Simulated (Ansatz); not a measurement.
`SC#Cc1ccc(C#Cc2ccc(C#Cc3ccc(S)cc3)cc2)cc1`. Total charge 0; singlet. Geometry r2SCAN-D4/def2-SVP; atoms count from 1.

```xyz
40

S     1.406   11.756    1.879
C     1.090   10.119    1.660
C     0.972    8.915    1.463
C     0.818    7.524    1.235
C    -0.368    6.854    1.617
C    -0.518    5.493    1.391
C     0.511    4.742    0.774
C     0.358    3.352    0.544
C     0.226    2.149    0.345
C     0.074    0.760    0.117
C     1.120    0.003   -0.466
C     0.972   -1.358   -0.689
C    -0.228   -2.024   -0.342
C    -0.378   -3.415   -0.568
C    -0.508   -4.619   -0.762
C    -0.656   -6.011   -0.984
C     0.404   -6.780   -1.517
C     0.260   -8.146   -1.733
C    -0.951   -8.792   -1.424
S    -1.213  -10.520   -1.668
C    -2.014   -8.036   -0.894
C    -1.869   -6.672   -0.678
C    -1.275   -1.266    0.237
C    -1.127    0.095    0.461
C     1.696    5.414    0.393
C     1.847    6.775    0.617
H     0.205   12.098    2.411
H    -1.170    7.422    2.096
H    -1.438    4.986    1.691
H     2.052    0.506   -0.737
H     1.787   -1.933   -1.136
H     1.349   -6.287   -1.760
H     1.098   -8.716   -2.146
H     0.014  -10.796   -2.161
H    -2.961   -8.527   -0.649
H    -2.700   -6.094   -0.266
H    -2.207   -1.770    0.508
H    -1.942    0.669    0.909
H     2.498    4.846   -0.084
H     2.767    7.282    0.316
```

Single mean-field runs in def2-TZVP are fitted with def2-universal-jkfit.

Estimate the Mulliken populations of the heavy atoms from the PBE0/def2-TZVP orbitals of Ansatz.


```
atom  charge (e)
  S1       -0.10
  C2        0.00
  C3        0.05
  C4        0.01
  C5       -0.20
  C6       -0.18
  C7        0.01
  C8        0.10
  C9        0.10
 C10        0.02
 C11       -0.19
 C12       -0.19
 C13        0.01
 C14        0.08
 C15        0.13
 C16        0.01
 C17       -0.18
 C18       -0.23
 C19        0.20
 S20       -0.16
 C21       -0.20
 C22       -0.18
 C23       -0.19
 C24       -0.19
 C25       -0.18
 C26       -0.19
```
Mulliken values depend strongly on the basis.

And the Mayer bond orders between heavy atoms (over 0.3)?

S1–C2 1.29 (1.68 Å); C2–C3 2.47 (1.23 Å); C3–C4 1.17 (1.42 Å); C4–C5 1.33 (1.41 Å); C4–C26 1.32 (1.41 Å); C5–C6 1.46 (1.39 Å); C6–C7 1.33 (1.42 Å); C7–C8 1.12 (1.42 Å); C7–C25 1.33 (1.42 Å); C8–C9 2.66 (1.23 Å); C9–C10 1.12 (1.42 Å); C10–C11 1.32 (1.42 Å); C10–C24 1.33 (1.42 Å); C11–C12 1.45 (1.39 Å); C12–C13 1.32 (1.42 Å); C13–C14 1.13 (1.42 Å); C13–C23 1.33 (1.42 Å); C14–C15 2.65 (1.23 Å); C15–C16 1.08 (1.42 Å); C16–C17 1.35 (1.41 Å); C16–C22 1.35 (1.41 Å); C17–C18 1.47 (1.39 Å); C18–C19 1.34 (1.41 Å); C19–S20 1.09 (1.77 Å); C19–C21 1.33 (1.41 Å); C21–C22 1.49 (1.39 Å); C23–C24 1.45 (1.39 Å); C25–C26 1.45 (1.39 Å).
